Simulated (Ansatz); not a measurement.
Frontier orbitals of FH2HfIO2, SMILES `[OH][Hf]([OH])([F])[I]`.

Z-matrix (Å, degrees):
```
Hf
O 1 1.900
F 1 1.905 2 108.3
O 1 1.900 2 111.4 3 119.1
I 1 2.744 2 109.5 3 -119.7
H 2 0.952 1 171.1 3 -117.7
H 4 0.952 1 171.1 2 -1.1
```

The species carries charge 0 and has multiplicity 1. Correlated methods include outer-core shells of Hf, I, which these sets cover unevenly. Hf, I takes the def2 core potential. Geometry: relaxed with PBE0-D4/def2-TZVP. It is one conformer, not always the lowest. Basis def2-TZVPP, Ansatz 0.2.0.

Orbital energies of one run (eV). Highest occupied ones, from the top: -7.21, -7.24, -8.37, -9.44, -9.62, -9.84, -10.06, -11.41, -11.42, -11.99, -14.17, -14.57, -18.37, -26.93. Empty: -0.89, -0.77, -0.73, -0.36, 0.22, 0.42.

Which functional gave them?
A. r2SCAN0
B. B97M-V
C. PBE0
D. HSE06 (plane-wave form)

D. HOMO energies: HSE06 -7.21, r2SCAN0 -7.81, B97M-V -6.73, PBE0 -7.60 eV.
